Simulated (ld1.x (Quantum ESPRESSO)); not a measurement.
Configuration tests for In (Z = 49) (ultrasoft)

ld1.x (Quantum ESPRESSO) 7.5 input, shortened:

```
&input
   title='In', zed=49., rel=1, dft='PZ', iswitch=3,
   config='[Kr] 4d10 5s1.5 5p1.5'
 /
 &inputp
   pseudotype=3, tm=.true., lloc=-1, rcloc=3.00,
   nlcc=.false.,
   which_augfun='PSQ', rmatch_augfun=0.75
 /
6
5S  1  0   1.50   0.00  2.05  2.35  0.0
5S  1  0   0.00   4.15  2.05  2.35  0.0
5P  2  1   1.50   0.00  2.45  3.10  0.0
5P  2  1   0.00   2.15  2.45  3.10  0.0
4D  3  2  10.00   0.00  0.95  1.30  0.0
4D  3  2   0.00   2.55  0.95  1.30  0.0
 &test
   configts(1)='4d10 5s1.5 5p1.5'
 /
```

Energies are relative to the spin-unpolarised reference configuration 4d10 5s1.5 5p1.5; without spin polarisation the order of configurations can differ from experiment. Spin-polarised rows fill each open shell by Hund’s rule, majority spin first.

| valence configuration | charge | ΔE all-electron (eV) | error AE − PS (meV) |
| --- | --- | --- | --- |
| 4d10 5s2 5p1 | 0 | -2.931 | +4.0 |
| 4d10 5s0 5p3 | 0 | 9.231 | +32 |
| 4d10 5s1 5p2 | 0 | 3.007 | +3.6 |
| 4d10 5s2 5p0.5 | +0.5 | -0.885 | +5.0 |
| 4d9 5s2 5p2 | 0 | 15.270 | -16 |
| 4d10 5s1.5 5p1.5 (spin-polarised) | 0 | -0.479 | +14 |
| 4d10 5s2 5p1 (spin-polarised) | 0 | -3.048 | +4.8 |

Task: What are ΔE and the potential's error for 4d10 5s1 5p0?

Result: ΔE = 22.324 eV all-electron; the error (AE − PS) is +5.1 meV.

Task: What are ΔE and the potential's error for 4d10 5s2 5p0?

Result: ΔE = 2.664 eV all-electron; the error (AE − PS) is +6.7 meV.

Levels in the configuration 4d10 5s2 5p1 (spin-polarised):

| level | all-electron (eV) | pseudo (eV) |
| --- | --- | --- |
| 4d up | -18.703 | -18.697 |
| 5s up | -8.658 | -8.673 |
| 5p up | -2.891 | -2.890 |
| 4d down | -18.632 | -18.612 |
| 5s down | -8.221 | -8.228 |
